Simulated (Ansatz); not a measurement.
```yaml
crystal:
  periodic: [false, false, false]
  atoms:
    - {symbol: B, position_ang: [-0.734758, 1.688356, -0.592746]}
    - {symbol: N, position_ang: [-0.205503, 0.486121, -0.177361]}
    - {symbol: C, position_ang: [0.253560, -0.556952, 0.183021]}
    - {symbol: C, position_ang: [0.756170, -1.698973, 0.577560]}
    - {symbol: H, position_ang: [-0.924148, 1.855052, -1.760089]}
    - {symbol: H, position_ang: [-0.983463, 2.516830, 0.230732]}
    - {symbol: H, position_ang: [0.991522, -2.468439, -0.144970]}
    - {symbol: H, position_ang: [0.938719, -1.879096, 1.628153]}
basis:
  gaussian: {orbitals: STO-3G}
hamiltonian: {xc: {name: HF}}
correlation: {method: mp2, frozen_orbitals: {B: 0}}
output: {forces: true}
```

```sh
$ ansatz run in.yaml --threads 2 --pin off --events-out ev --progress --plain --max-ram 4352MiB
```

Shortened log:

```
Functional definition: HF
Error: "frozen_orbitals" has no count for N
```

(1) What is wrong with this run?

## Answers

(1) Frozen orbitals are typed for one element alone, and the program wants a count for each. The program refused the input.
